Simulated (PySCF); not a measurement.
Caution: the highest occupied level lies above zero, so the state may not be bound.

```xyz
7

C     -0.8167    -0.0268     0.0561
Ge     1.0378    -0.0295    -0.8423
H     -1.3440    -0.9545    -0.1931
H     -0.7758     0.0639     1.1461
H     -1.4111     0.8055    -0.3371
H      1.6990    -1.0935     0.1835
H      1.6096     1.2348    -0.0080
```

Charge -1, multiplicity 1.

Problem. Give the Mulliken and meta-Löwdin atomic charges from PBE0-D3(BJ)/def2-TZVPD (PySCF).

Solution. 
| atom | Mulliken (e) | meta-Löwdin (e) |
|---|---|---|
| C1 | -0.72 | -0.55 |
| Ge2 | -0.79 | -0.39 |
| H3 | 0.18 | 0.08 |
| H4 | 0.15 | 0.08 |
| H5 | 0.18 | 0.08 |
| H6 | -0.01 | -0.16 |
| H7 | -0.01 | -0.16 |
